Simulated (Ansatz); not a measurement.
Li₃Cl₃⁺, relaxed as a doublet with UKS PBE0-D4/def2-SVP in Ansatz, starting from the GFN2-xTB geometry. Force threshold 0.02 eV/Å.

In the doublet, Cl5 and Cl6 lie 2.67 Å apart (atoms count from 1), so these atoms are partly bonded to each other. Another isomer (doublet) lies 0.03 eV lower at PBE0-D4/def2-TZVP; other spin states weren't run for this one.

Start:

```xyz
6

Li   -2.204    0.813    0.428
Li    0.756   -2.008    1.017
Li    1.425    1.181   -1.410
Cl    1.779   -0.676   -0.350
Cl   -1.135   -0.940    1.132
Cl   -0.621    1.630   -0.818
```

| step | energy (eV) | largest force component (eV/Å) | SCF passes |
| --- | --- | --- | --- |
| 1 | -38156.3511 | 0.579 | 107 |
| 2 | -38156.5692 | 0.219 | 42 |
| 3 | -38156.6105 | 0.144 | 41 |
| 4 | -38156.6317 | 0.163 | 42 |
| 5 | -38156.7075 | 0.355 | 51 |
| 6 | -38156.7848 | 0.509 | 43 |
| 7 | -38156.8037 | 0.724 | 33 |
| 8 | -38156.8652 | 0.242 | 34 |
| 9 | -38156.8779 | 0.062 | 35 |
| 10 | -38156.8792 | 0.010 | 28 |

Force components are those of the run's own axes.

End:

| atom | x (Å) | y (Å) | z (Å) |
| --- | --- | --- | --- |
| Li1 | -2.716 | 1.047 | 0.489 |
| Li2 | 0.846 | -1.772 | 0.813 |
| Li3 | 1.489 | 0.863 | -1.239 |
| Cl4 | 2.362 | -0.921 | -0.438 |
| Cl5 | -1.243 | -0.641 | 0.990 |
| Cl6 | -0.738 | 1.425 | -0.616 |

By distances, no bond broke or formed. The bond that changes most is Li2–Cl5, from 2.17 to 2.38 Å (atoms count from 1).

No frequencies were taken in this run, so the end may be a saddle point.

It took 25 s on 4 threads of Arm Neoverse V1 on a shared host.
